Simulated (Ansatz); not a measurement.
Ansatz results at the PBE0-D4/def2-TZVP geometry: LUMO energy (PBE0/def2-TZVPP) -0.24 eV; HOMO–LUMO gap (PBE0/def2-TZVPP) 6.79 eV; size of the dipole moment (PBE/def2-TZVPP) 1.21 D.

(1) Which molecule gave them?
A. `OC(F)[SiH](F)F`
B. `CC(Cl)BS`
C. `F[C@H]1[CH2][Ge@@H]1[F]`
D. `[F][SbH][SbH2]`

## Answers

(1) C. The others give `CC(Cl)BS`: -1.25, 6.80, 2.16; `OC(F)[SiH](F)F`: 0.17, 9.07, 1.95; `[F][SbH][SbH2]`: -1.61, 5.32, 2.37.
